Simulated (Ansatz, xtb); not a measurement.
**A geometry optimisation of C4H8AlFO with r2SCAN-D4/def2-SVP**

The starting geometry of this gas-phase singlet was built from a drawn formula by distance geometry and a force field; its bonds are those of `CO/C=[C](/C)[AlH][F]`.

```xyz
15

C    -1.8011    2.2197   -0.3131
C    -0.4838    0.3436    0.7058
C     0.5283   -0.4272    0.6977
C     0.7438   -1.4401    1.8205
Al    2.0065   -0.3189   -0.6179
F     3.4490   -1.4223   -0.5474
O    -0.6463    1.3552   -0.2469
H    -1.6715    2.8766   -1.1682
H    -1.7665    2.7934    0.6100
H    -2.7343    1.6360   -0.3712
H    -1.2599    0.3352    1.4827
H    -0.2677   -1.9115    2.0934
H     1.1656   -0.9636    2.7255
H     1.4023   -2.3037    1.5172
H     1.8771    0.7907   -1.8250
```

Problem. Predict what it relaxes into with r2SCAN-D4/def2-SVP.

Solution. It keeps its bonds, and is `CO/C=[C](/C)[AlH][F]`.

The energy falls by 0.89 eV over 13 steps:

```csv
step,E − E(last) (eV)
1,0.888
2,0.160
4,0.035
5,0.025
6,0.018
8,0.003
9,0.002
10,0.000
12,0.000
13,0.000
```

Final geometry (Å):

```xyz
15

C    -1.7978    2.1194   -0.2680
C    -0.4724    0.3935    0.6228
C     0.6195   -0.3993    0.6988
C     0.7031   -1.4281    1.8027
Al    2.0395   -0.1994   -0.6001
F     3.3079   -1.2743   -0.4002
O    -0.6282    1.3293   -0.3438
H    -1.7757    2.8072   -1.1228
H    -1.8270    2.7086    0.6661
H    -2.7089    1.4975   -0.3311
H    -1.3118    0.3278    1.3391
H    -0.1881   -1.4133    2.4545
H     1.5862   -1.2683    2.4449
H     0.8036   -2.4512    1.4015
H     2.1918    0.8135   -1.8012
```

From the same start GFN2-xTB ends elsewhere, differing in Al5–O7 (1.92 against 3.09 Å here).

No frequencies were run, so the end isn't proven a minimum. Run with Ansatz 0.2.0, 37 s on 4 threads of Arm Neoverse V1 (shared host).
